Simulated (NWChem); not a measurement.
System: CH₅F₂NSi; SMILES C[Si](N)(F)F

Parts of the log:

```
             Northwest Computational Chemistry Package (NWChem) 7.3.0
             --------------------------------------------------------

 C1  symmetry detected

                             Geometry "geometry" -> ""
                             -------------------------

 Output coordinates in angstroms (scale by  1.889725989 to convert to a.u.)

  No.       Tag          Charge          X              Y              Z
 ---- ---------------- ---------- -------------- -------------- --------------
    1 C                    6.0000     0.25100293     1.77324636    -0.37166712
    2 Si                  14.0000    -0.00478675    -0.02603692     0.00625954
    3 N                    7.0000     1.45284401    -0.79654070     0.47857628
    4 F                    9.0000    -0.57535867    -0.84536683    -1.28613228
    5 F                    9.0000    -1.21147888    -0.15701230     1.10944232
    6 H                    1.0000     0.64099874     2.31342724     0.51495328
    7 H                    1.0000     0.97126681     1.90498409    -1.20274225
    8 H                    1.0000    -0.70782690     2.24902247    -0.65802406
    9 H                    1.0000     2.08424200    -0.33303800     1.13468973
   10 H                    1.0000     1.48394608    -1.81216001     0.59366818

 Effective nuclear repulsion energy (a.u.)     256.5603269026

  pbe96 is a nonlocal functional; adding pw91lda local functional.

                                 NWChem DFT Module
                                 -----------------

 Summary of "ao basis" -> "ao basis" (spherical)
 ------------------------------------------------------------------------------
       Tag                 Description            Shells   Functions and Types
 ---------------- ------------------------------  ------  ---------------------
 C                          def2-svp                 6       14   3s2p1d
 Si                         def2-svp                 8       18   4s3p1d
 N                          def2-svp                 6       14   3s2p1d
 F                          def2-svp                 6       14   3s2p1d
 H                          def2-svp                 3        5   2s1p

            General Information
            -------------------
          SCF calculation type: DFT
          Wavefunction type:  closed shell.
          No. of atoms     :    10
          No. of electrons :    50
           Alpha electrons :    25
            Beta electrons :    25
          Charge           :     0
          Spin multiplicity:     1
          Use of symmetry is: off; symmetry adaption is: off
          Maximum number of iterations: 150
          AO basis - number of functions:    99
                     number of shells:    47
          Convergence on energy requested:  1.00D-06
          Convergence on density requested:  1.00D-05
          Convergence on gradient requested:  5.00D-04

              XC Information
              --------------
                     Hartree-Fock (Exact) Exchange  1.000
                     LC-wPBE(h)Exchange Functional  1.000
            Perdew 1991 LDA Correlation Functional  1.000 local
           PerdewBurkeErnz. Correlation Functional  1.000 non-local

           Range-Separation Parameters
           ---------------------------
           Alpha           :  0.00
           Beta            :  1.00
           Gamma           :  0.80
           Short-Range HF  :     F

             Grid Information
             ----------------
          Grid used for XC integration:  medium
          Radial quadrature: Mura-Knowles
          Angular quadrature: Lebedev.
          Tag              B.-S. Rad. Rad. Pts. Rad. Cut. Ang. Pts.
          ---              ---------- --------- --------- ---------
          C                   0.70       49          11.0       434
          Si                  1.10       88           8.0       590
          N                   0.65       49          10.0       434
          F                   0.50       49          10.0       434
          H                   0.35       45          12.0       434
          Grid pruning is: on
          Number of quadrature shells:   509
          Spatial weights used:  Erf1

      Superposition of Atomic Density Guess
      -------------------------------------

 Sum of atomic energies:        -581.68895423

      Non-variational initial energy
      ------------------------------

 Total energy =    -583.426495
 1-e energy   =   -1315.477210
 2-e energy   =     475.490388
 HOMO         =      -0.370156
 LUMO         =       0.058829

   convergence    iter        energy       DeltaE   RMS-Dens  Diis-err
 ---------------- ----- ----------------- --------- --------- ---------
 d= 0,ls=0.0,diis     1   -584.6472990116 -8.41D+02  8.35D-03  8.90D-01
 d= 0,ls=0.0,diis     2   -584.7090016905 -6.17D-02  2.74D-03  3.15D-01
 d= 0,ls=0.0,diis     3   -584.7332534091 -2.43D-02  6.75D-04  1.02D-02
 d= 0,ls=0.0,diis     4   -584.7343137839 -1.06D-03  1.71D-04  3.93D-04
 d= 0,ls=0.0,diis     5   -584.7343665301 -5.27D-05  5.58D-05  5.11D-05
  Resetting Diis
 d= 0,ls=0.0,diis     6   -584.7343734969 -6.97D-06  1.73D-05  1.74D-06
 d= 0,ls=0.0,diis     7   -584.7343738910 -3.94D-07  5.41D-06  1.13D-07

         Total DFT energy =     -584.734373891008
      One electron energy =    -1319.631340694496
           Coulomb energy =      534.363338270703
    Exchange-Corr. energy =      -56.026698369834
 Nuclear repulsion energy =      256.560326902619

 Numeric. integr. density =       50.000002738164

                       DFT Final Molecular Orbital Analysis
                       ------------------------------------

 Vector   23  Occ=2.000000D+00  E=-5.792208D-01
              MO Center=  1.9D-01,  1.4D+00, -4.2D-01, r^2= 2.7D+00
   Bfn.  Coefficient  Atom+Function         Bfn.  Coefficient  Atom+Function
  ----- ------------  ---------------      ----- ------------  ---------------
    80      0.327232   7 H  s                 6     -0.279842   1 C  pz
     4      0.260191   1 C  px               65     -0.212279   5 F  py
    85     -0.170171   8 H  s                75     -0.159095   6 H  s
    68      0.156429   5 F  py                9     -0.138724   1 C  pz
     7      0.130978   1 C  px               52     -0.120554   4 F  pz

 Vector   24  Occ=2.000000D+00  E=-5.092446D-01
              MO Center=  1.7D-01,  9.5D-01, -1.8D-01, r^2= 2.5D+00
   Bfn.  Coefficient  Atom+Function         Bfn.  Coefficient  Atom+Function
  ----- ------------  ---------------      ----- ------------  ---------------
     5      0.401312   1 C  py                8      0.256009   1 C  py
    23     -0.244127   2 Si py               51     -0.180515   4 F  py
    65     -0.178078   5 F  py               17     -0.156920   2 Si s
     3     -0.155641   1 C  s                36      0.139400   3 N  px
    20      0.129630   2 Si py               54      0.128836   4 F  py

 Vector   25  Occ=2.000000D+00  E=-4.568229D-01
              MO Center=  1.3D+00, -7.1D-01,  4.1D-01, r^2= 1.3D+00
   Bfn.  Coefficient  Atom+Function         Bfn.  Coefficient  Atom+Function
  ----- ------------  ---------------      ----- ------------  ---------------
    38      0.462022   3 N  pz               41     -0.391686   3 N  pz
    36     -0.303319   3 N  px               39      0.262028   3 N  px
    64     -0.134233   5 F  px               67      0.097273   5 F  px
    35      0.095759   3 N  s                34      0.089534   3 N  s
    27     -0.077473   2 Si pz               50      0.063565   4 F  px

 Vector   26  Occ=0.000000D+00  E= 1.378054D-01
              MO Center=  1.1D+00,  3.5D-01,  5.2D-01, r^2= 6.9D+00
   Bfn.  Coefficient  Atom+Function         Bfn.  Coefficient  Atom+Function
  ----- ------------  ---------------      ----- ------------  ---------------
     3      1.771661   1 C  s                35      1.149543   3 N  s
    18     -0.915490   2 Si s                76     -0.765836   6 H  s
    91     -0.750842   9 H  s                86     -0.614214   8 H  s
    81     -0.566444   7 H  s                96     -0.554637  10 H  s
    41      0.187044   3 N  pz               63      0.177508   5 F  s

 Vector   27  Occ=0.000000D+00  E= 1.803068D-01
              MO Center=  8.7D-01,  4.0D-01,  1.4D-01, r^2= 8.1D+00
   Bfn.  Coefficient  Atom+Function         Bfn.  Coefficient  Atom+Function
  ----- ------------  ---------------      ----- ------------  ---------------
     3      2.020124   1 C  s                76     -1.070127   6 H  s
    35     -1.000390   3 N  s                81     -0.897137   7 H  s
    96      0.896076  10 H  s                91      0.480905   9 H  s
    86     -0.467112   8 H  s                18     -0.428754   2 Si s
    26     -0.265492   2 Si py               40      0.248288   3 N  py

 Vector   28  Occ=0.000000D+00  E= 1.911757D-01
              MO Center=  4.2D-01,  7.1D-01,  1.6D-03, r^2= 5.0D+00
   Bfn.  Coefficient  Atom+Function         Bfn.  Coefficient  Atom+Function
  ----- ------------  ---------------      ----- ------------  ---------------
     3      0.944150   1 C  s                86     -0.773259   8 H  s
    81     -0.737881   7 H  s                91      0.660332   9 H  s
    76      0.635914   6 H  s                27     -0.625642   2 Si pz
    26     -0.554514   2 Si py                9     -0.503761   1 C  pz
    49     -0.354619   4 F  s                25     -0.264383   2 Si px

     Multipole analysis of the density
     ---------------------------------

     L   x y z        total         alpha         beta         nuclear
     -   - - -        -----         -----         ----         -------
     0   0 0 0     -0.000000    -25.000000    -25.000000     50.000000

     1   1 0 0      0.992791      0.496396      0.496396     -0.000000
     1   0 1 0      0.410226      0.205113      0.205113      0.000000
     1   0 0 1      0.444052      0.222026      0.222026      0.000000

[...]
```

Level: LC-wPBE (HJS exchange hole, range parameter 0.8 per bohr)/def2-SVP, vertical spin-unrestricted ions. Structure relaxed at the PBE-D3(BJ)/def2-SVP level.

Reconstruct the input file.

One answer among several that fit: the input that was run:
```
start job
memory heap 200 mb stack 900 mb global 1100 mb
geometry units angstroms noautoz
  C      0.506328    -1.724569    -0.070642
  Si    -0.066913     0.036450     0.055390
  N      1.246911     1.138128     0.095623
  F     -0.943814     0.296832     1.408304
  F     -1.134275     0.321613    -1.156919
  H      1.102013    -1.882970    -0.992627
  H      1.133838    -2.000150     0.799477
  H     -0.361387    -2.412442    -0.110882
  H      2.033804     1.015609    -0.544511
  H      1.082071     2.128414     0.290193
end
basis spherical
  * library def2-svp
end
dft
  xc xwpbe 1.00 cpbe96 1.0 hfexch 1.00
  cam 0.8 cam_alpha 0.0 cam_beta 1.0
  iterations 150
  vectors input atomic output neutral.movecs
end
task dft energy
charge 1
dft
  odft
  mult 2
  vectors input atomic output cation.movecs
end
task dft energy
```
